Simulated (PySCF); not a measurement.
Job file and geometry (Å, from GFN2-xTB) of an NMR shielding run on SMILES CS/C=C\[SiH2]P[SiH3], C3H11PSSi2, PySCF 2.14.0, density-fitted response routines, GIAO PBE0/pcSseg-1 NMR shielding, non-relativistic, gas phase; density fitting, a coarse starting grid and PySCF grid level 2 are the driver's defaults:

```
$ OMP_NUM_THREADS=1 python probes_run.py task.json out

{"job": {"kind": "nmr", "xc": "PBE0", "basis": "pcSseg-1"}, "charge": 0, "multiplicity": 1}
C     -3.433689     1.023144    -0.287933
S     -1.678194     0.647010    -0.594986
C     -1.655487    -1.047909    -0.152663
C     -0.584410    -1.831013    -0.238857
Si     1.108579    -1.271496    -0.825549
P      2.056265    -0.141357     0.861252
Si     3.463193     1.212261    -0.209172
H     -3.668483     0.840286     0.757046
H     -3.573998     2.074065    -0.519509
H     -4.054359     0.413151    -0.938171
H     -2.613026    -1.399774     0.205721
H     -0.701990    -2.857257     0.081008
H      1.946940    -2.447595    -1.074084
H      0.968660    -0.488641    -2.059926
H      1.042088     0.786297     0.974946
H      4.589282     0.392447    -0.652985
H      2.872509     1.891619    -1.365424
H      3.907359     2.211079     0.762869
```

Problem. What does the program print?

Solution. 
```
coarse grid: 16576 points
cycle   1  E = -1438.6413664170  dE =  4.179e-01  |g| = 3.485e-01  |ddm| = 3.888e+00
cycle   2  E = -1438.6274146929  dE =  1.395e-02  |g| = 4.123e-01  |ddm| = 7.746e-01
cycle   3  E = -1438.6718121118  dE = -4.440e-02  |g| = 9.340e-02  |ddm| = 4.895e-01
cycle   4  E = -1438.6741017565  dE = -2.290e-03  |g| = 2.986e-02  |ddm| = 1.292e-01
cycle   5  E = -1438.6743245843  dE = -2.228e-04  |g| = 8.136e-03  |ddm| = 3.733e-02
cycle   6  E = -1438.6743420691  dE = -1.748e-05  |g| = 2.799e-03  |ddm| = 1.339e-02
cycle   7  E = -1438.6743438971  dE = -1.828e-06  |g| = 6.081e-04  |ddm| = 3.340e-03
final grid: 140240 points
cycle   8  E = -1438.7175846639  dE = -2.613e-05  |g| = 8.099e-03  |ddm| = 3.248e-02
cycle   9  E = -1438.7175741926  dE =  1.047e-05  |g| = 1.020e-02  |ddm| = 1.585e-02
cycle  10  E = -1438.7176007709  dE = -2.658e-05  |g| = 6.690e-04  |ddm| = 9.965e-03
cycle  11  E = -1438.7176008900  dE = -1.191e-07  |g| = 2.520e-04  |ddm| = 1.262e-03
cycle  12  E = -1438.7176009064  dE = -1.648e-08  |g| = 8.496e-05  |ddm| = 3.445e-04
cycle  13  E = -1438.7176009082  dE = -1.774e-09  |g| = 2.966e-05  |ddm| = 1.150e-04
cycle  14  E = -1438.7176009084  dE = -2.137e-10  |g| = 7.268e-06  |ddm| = 2.924e-05
converged SCF energy = -1438.7176009084

GIAO shielding tensors (ppm)
atom      isotropic    diamagn.    paramagn.     s11        s22        s33       span
  0 C      164.881     251.740     -86.860    143.559    162.702    188.381     44.823
  1 S      475.456    1060.780    -585.324    303.116    454.638    668.614    365.499
  2 C       26.160     259.923    -233.763    -82.878     38.817    122.541    205.419
  3 C       67.998     260.246    -192.248    -33.244     62.779    174.459    207.703
  4 Si     408.047     881.788    -473.740    382.147    405.143    436.853     54.706
  5 P      667.124     970.625    -303.502    601.341    635.853    764.176    162.835
  6 Si     432.125     880.155    -448.030    391.433    438.015    466.928     75.495
  7 H       29.244      30.550      -1.305     23.907     27.537     36.288     12.381
  8 H       29.682      29.515       0.167     24.695     26.933     37.416     12.721
  9 H       29.245      28.931       0.314     23.899     27.243     36.591     12.692
 10 H       24.803      32.611      -7.807     21.702     24.169     28.539      6.836
 11 H       25.767      30.847      -5.080     23.450     26.187     27.664      4.213
 12 H       27.283      30.100      -2.816     23.469     25.205     33.176      9.707
 13 H       26.826      30.652      -3.826     23.649     25.997     30.832      7.183
 14 H       30.772      33.809      -3.037     23.378     28.809     40.127     16.749
 15 H       27.863      28.859      -0.996     24.328     25.444     33.817      9.489
 16 H       27.512      29.110      -1.598     23.267     26.437     32.831      9.564
 17 H       27.566      28.765      -1.199     23.739     25.033     33.925     10.186
```

Size and cost of the density-fitted run: 202 basis functions, 44 s wall time on 1 thread of an Arm Neoverse V1, shared host; peak memory 0.91 GiB.
